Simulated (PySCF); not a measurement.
# One molecule, many inputs

Molecule: SMILES C[C@@H]1[SiH2][C@@H](F)[Si@@H]1C#N, C₄H₈FNSi₂; geometry GFN2-xTB.

Geometry (Å), atoms numbered from 1 in this order:
```xyz
16

C    -1.018   -1.459    0.950
C    -0.416   -0.058    0.880
Si   -1.160    1.174   -0.414
C     0.668    1.505   -0.987
F     1.124    2.774   -0.623
Si    1.366    0.112    0.164
C     1.776   -1.378   -0.883
N     2.003   -2.300   -1.523
H    -0.473   -2.085    1.655
H    -2.058   -1.414    1.271
H    -0.984   -1.945   -0.023
H    -0.461    0.372    1.885
H    -1.949    0.525   -1.459
H    -1.819    2.355    0.134
H     0.881    1.423   -2.055
H     2.513    0.407    1.015
```

All runs: PySCF 2.14, non-relativistic, gas phase unless a solvent (IEF-PCM) is named; grid level 2, GIAOs and SCF threshold 1e-9 unless changed. The yardstick, PBE0/pcSseg-1, gives these isotropic shieldings σ (ppm, equivalent atoms averaged): C7 63.8, C4 94.6, C1 171.4, C2 172.8, Si3 371.2, Si6 381.9, F5 477.4.

Q: What do these inputs give? (1) BHandHLYP/6-31G*; aux def2-qzvpp-jkfit; (2) mPW1PW91/def2-SVP; level_shift 0.1; (3) KT2/pcSseg-0; grid level 0; max_cycle 74; charge 2; altered: charge 2; (4) solvent benzene; revPBE/pcSseg-1; aux def2-qzvpp-jkfit

A: 
```tsv
run	outcome	functions	wall time	C7	C4	C1	C2	Si3	Si6	F5
1	converged	136	16 s	84.8	111.0	181.2	182.8	428.4	445.7	494.5
2	converged	160	21 s	81.4	109.9	181.1	183.2	433.4	443.2	480.1
3	not converged	96	32 s	–	–	–	–	–	–	–
4	converged	190	22 s	63.7	88.0	165.9	165.9	359.7	374.0	459.9
```

Times are on 1 thread of an AMD EPYC 9R14, shared host.

Q: Comment on the technical settings and failures.

A: 
- Run 1: The functional and orbital basis differ from the yardstick's, which in itself moves the values. The other auxiliary basis adds little: it changes only the density-fitting error.
- Run 2: The functional and orbital basis differ from the yardstick's, which in itself moves the values. The level shift changes the path of the SCF (11 cycles), not the solution, provided the same state is reached.
- Run 3: Charge 2 and multiplicity 1 describe another species than the intended molecule, on its geometry. The SCF stopped after 74 cycles without meeting its threshold and the cycle limit at 74, so no response property followed.
- Run 4: The functional and medium differ from the yardstick's, which in itself moves the values. The other auxiliary basis adds little: it changes only the density-fitting error.

Run 3 was set up unsoundly or failed; its numbers aren't to be quoted as properties of the molecule.
